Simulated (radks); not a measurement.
Results of a calculation; reference values are marked as such.
Q: All-electron atom: Au XXVII in [Kr] 4d10 4f7. Code: a radial shooting solver on a logarithmic mesh with Libxc functionals. Model: scalar-relativistic Kohn-Sham, PBE, spin-unpolarised, spherical densities, point nucleus. Some entries of the table are withheld. Estimate them.

orbital  occ.  eigenvalue (eV)  <1/r> (bohr^-1)
1s          2        -81612.30            95.83
2s          2        -15076.25            22.46
2p          6        -13142.69            19.97
3s          2        -4182.850              (1)
3p          6        -3621.697              (2)
3d         10        -3024.749            7.159
4s          2              (3)            3.695
4p          6        -1308.530            3.375
4d         10        -1081.949            3.092
4f          7        -835.3797            2.808

A: 
(1) 3s <1/r> (bohr^-1): 8.342
(2) 3p <1/r> (bohr^-1): 7.610
(3) 4s eigenvalue (eV): -1499.892
